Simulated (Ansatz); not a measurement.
H$_{7}$N$_{3}$OSi (`N[Si](N)(N)O`), relaxed with RKS PBE0-D4/def2-TZVP in Ansatz 0.2.0 from a PBE-D4/def2-SVP geometry. The force threshold is 0.005 eV/Å; the program also tests the step.

Charge 0, multiplicity 1.

Start:

```xyz
12

N    -1.551   -0.249   -0.564
Si    0.006   -0.078    0.177
N     0.910   -1.446   -0.386
N     0.409    1.590   -0.171
O     0.209   -0.228    1.846
H    -1.980   -1.176   -0.568
H    -2.253    0.483   -0.446
H     1.029   -1.609   -1.386
H     1.726   -1.748    0.148
H     0.243    1.925   -1.124
H     1.305    1.950    0.166
H    -0.052    0.588    2.308
```

```json
{"step": "1", "energy (eV)": "-14505.7817", "largest force (eV/Å)": "1.029", "largest move (Å)": "0.000"}
{"step": "2", "energy (eV)": "-14505.8499", "largest force (eV/Å)": "0.535", "largest move (Å)": "0.025"}
{"step": "3", "energy (eV)": "-14505.8674", "largest force (eV/Å)": "0.106", "largest move (Å)": "0.019"}
{"step": "4", "energy (eV)": "-14505.8677", "largest force (eV/Å)": "0.389", "largest move (Å)": "0.064"}
{"step": "5", "energy (eV)": "-14505.8727", "largest force (eV/Å)": "0.056", "largest move (Å)": "0.021"}
{"step": "6", "energy (eV)": "-14505.8731", "largest force (eV/Å)": "0.047", "largest move (Å)": "0.048"}
{"step": "7", "energy (eV)": "-14505.8734", "largest force (eV/Å)": "0.007", "largest move (Å)": "0.018"}
{"step": "8", "energy (eV)": "-14505.8734", "largest force (eV/Å)": "0.001", "largest move (Å)": "0.003"}
```

End:

```xyz
12

N    -1.534   -0.249   -0.519
Si    0.015   -0.072    0.173
N     0.918   -1.406   -0.386
N     0.415    1.560   -0.197
O     0.230   -0.209    1.804
H    -1.963   -1.158   -0.562
H    -2.215    0.488   -0.462
H     1.001   -1.613   -1.366
H     1.699   -1.750    0.146
H     0.249    1.905   -1.129
H     1.258    1.960    0.183
H    -0.072    0.544    2.314
```

It took 28 s on 4 threads of an Arm Neoverse V1 on a shared host, with 0.5 GiB of host memory at the peak.
